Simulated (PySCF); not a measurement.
PySCF input for B(F)(Me)(NHMe) (C₂H₇BFN), SMILES CNB(C)F, C-PCM-ωB97X/def2-SVP. Coordinates come from a B3LYP-D3(BJ)/def2-SVP optimisation. The structure was generated by enumeration, and PubChem lists no compound with its InChIKey, so it may never have been made. One conformer was computed; it need not be the lowest.

```python
import numpy as np
from pyscf import gto, scf, dft
from pyscf.solvent import pcm

mol = gto.M(
    atom='''
    B    -0.05761839   -0.50729837    0.00000000
    F    -1.40747395   -0.42379795    0.00000000
    C     0.60912071   -1.93426819    0.00000000
    H     1.71004121   -1.91241420    0.00000000
    H     0.27846897   -2.50895344   -0.88244579
    H     0.27846896   -2.50895344    0.88244578
    N     0.66922804    0.69116643   -0.00000000
    C     0.12666207    2.03543087    0.00000000
    H     1.68154217    0.63820888   -0.00000000
    H     0.43892305    2.60723229   -0.89191388
    H     0.43892304    2.60723229    0.89191388
    H    -0.97030292    1.98317993   -0.00000001
    ''',
    basis='def2-SVP',
    charge=0,
    spin=0,
    max_memory=1600,
    verbose=3,
)
mf = dft.RKS(mol, xc='wb97x').density_fit(auxbasis='def2-universal-jkfit')
mf.grids.level = 3
mf.conv_tol = 1e-9
mf.max_cycle = 100
mf.kernel()
res = {}
for name, eps in {'water': 78.355, '2-propanol': 19.264, 'benzene': 2.2706}.items():
    s = mf.PCM()
    s.with_solvent.method, s.with_solvent.eps, s.with_solvent.lebedev_order = 'C-PCM', eps, 29
    s.kernel(mf.make_rdm1())
    res[name] = (s.e_tot, eps, s.dip_moment(), s.mo_energy, s.converged)
    print(f'{name}: electrostatic solvation free energy {(s.e_tot - mf.e_tot) * 627.509474:.3f} kcal/mol')
```

Program output:

```
converged SCF energy = -259.7298894226

WARN: PCM is an experimental feature. It is still in testing.
Features and APIs may be changed in the future.

converged SCF energy = -259.734870125904
Dipole moment(X, Y, Z, Debye):  2.42049,  1.25142, -0.00000
water: electrostatic solvation free energy -3.125 kcal/mol

WARN: PCM is an experimental feature. It is still in testing.
Features and APIs may be changed in the future.

converged SCF energy = -259.734645931782
Dipole moment(X, Y, Z, Debye):  2.39569,  1.24071, -0.00000
2-propanol: electrostatic solvation free energy -2.985 kcal/mol

WARN: PCM is an experimental feature. It is still in testing.
Features and APIs may be changed in the future.

converged SCF energy = -259.732554366395
Dipole moment(X, Y, Z, Debye):  2.17582,  1.14543, -0.00000
benzene: electrostatic solvation free energy -1.672 kcal/mol
```

The run converged.

Cost: very roughly 80 core-seconds.
